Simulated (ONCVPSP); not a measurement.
Which change was made? (W, ONCV)

W (Z = 74), optimised norm-conserving Vanderbilt (ONCV), made with ONCVPSP 4.0.1 (PBEsol, fully relativistic). Core [Kr] 4d10, reference 4f14 5s2 5p6 5d5 6s1. Waves: 5s+6s: rc 1.70 bohr, ncon 4, nbas 8, qcut 6.5 1/bohr, 2 projectors; 5p: rc 2.10 bohr, ncon 5, nbas 8, qcut 7.6 1/bohr, 2 projectors, debl 3.4 Ha; 5d: rc 2.80 bohr, ncon 4, nbas 9, qcut 4.9 1/bohr, 2 projectors, debl 0.8 Ha; 4f: rc 1.10 bohr, ncon 4, nbas 8, qcut 17.6 1/bohr, local. Local part: the f channel. Core correction: polynomial model core, fcfact 0.55.

Open shells are filled in proportion to 2j + 1.

Cutoffs, loose and tight: the cutoffs (Ha) at which the residual kinetic energy of the hardest occupied pseudo-wave falls to 1 and 0.1 mHa per electron. They do not see the model core or the augmentation charge, which bear on the density cutoff. Test errors are all-electron minus pseudo excitation energies from the reference, over the configurations 4f14 5s2 5p6 5d4 6s2; 4f14 5s2 5p6 5d4 6s1; 4f14 5s2 5p6 5d4 6s0; 4f14 5s2 5p6 5d2 6s0; variants that change the core or the reference have their own tests. The largest error is taken over the tests solved by every variant that gives reliable tests at all, those not shown here included: 4f14 5s2 5p6 5d4 6s0; 4f14 5s2 5p6 5d4 6s1; 4f14 5s2 5p6 5d4 6s2.

The base gives: outcome: generated, misses its reference levels by 1.29 eV; cutoff, loose: 124 Ha; cutoff, tight: 135 Ha; bound ghosts: s, p3/2, p1/2; GHOST(+) flags above zero: d5/2; largest test error (meV): +16.

**Question.** After one change the result is: outcome: generated, misses its reference levels by 1.29 eV; cutoff, loose: 278 Ha; cutoff, tight: 392 Ha; bound ghosts: s, d3/2, p3/2, p1/2; GHOST(+) flags above zero: p3/2, d5/2, p1/2; largest test error (meV): +16. Which change was it?
A. f: qcut 10
B. all radii but the core radius scaled by about 0.91 (s 1.54, p 1.92, d 2.54, f 1.00 bohr)
C. functional PBE
D. core [Xe] 4f14, valence charge 6; reference 5d4.5 6s1.5; waves now 6s: rc 2.25 bohr, ncon 4, nbas 9, qcut 2.7 1/bohr, 2 projectors, debl 0.4 Ha; p scattering state at 0.33 Ha: rc 2.45 bohr, ncon 3, nbas 6, qcut 2.8 1/bohr, 2 projectors, debl 2.6 Ha; 5d: rc 2.50 bohr, ncon 4, nbas 9, qcut 7.6 1/bohr, 1 projector; local potential polynomial inside 2.10 bohr (lpopt 2, dvloc0 0 Ha)

**Answer.** A. The others give: all radii but the core radius scaled by about 0.91 (s 1.54, p 1.92, d 2.54, f 1.00 bohr) → outcome: generated, misses its reference levels by 1.29 eV; cutoff, loose: 134 Ha; cutoff, tight: 145 Ha; bound ghosts: s, p3/2, d5/2, p1/2; GHOST(+) flags above zero: d3/2; largest test error (meV): +8.7 | functional PBE → outcome: generated, misses its reference levels by 1.28 eV; cutoff, loose: 124 Ha; cutoff, tight: 135 Ha; bound ghosts: s, p3/2, p1/2; GHOST(+) flags above zero: d5/2; largest test error (meV): +16 | core [Xe] 4f14, valence charge 6; reference 5d4.5 6s1.5; waves now 6s: rc 2.25 bohr, ncon 4, nbas 9, qcut 2.7 1/bohr, 2 projectors, debl 0.4 Ha; p scattering state at 0.33 Ha: rc 2.45 bohr, ncon 3, nbas 6, qcut 2.8 1/bohr, 2 projectors, debl 2.6 Ha; 5d: rc 2.50 bohr, ncon 4, nbas 9, qcut 7.6 1/bohr, 1 projector; local potential polynomial inside 2.10 bohr (lpopt 2, dvloc0 0 Ha) → outcome: generated; cutoff, loose: 15 Ha; cutoff, tight: 18 Ha; bound ghosts: s; GHOST(+) flags above zero: p3/2, p1/2; largest test error (meV): 3 of 4 tests not solved or not reliable.
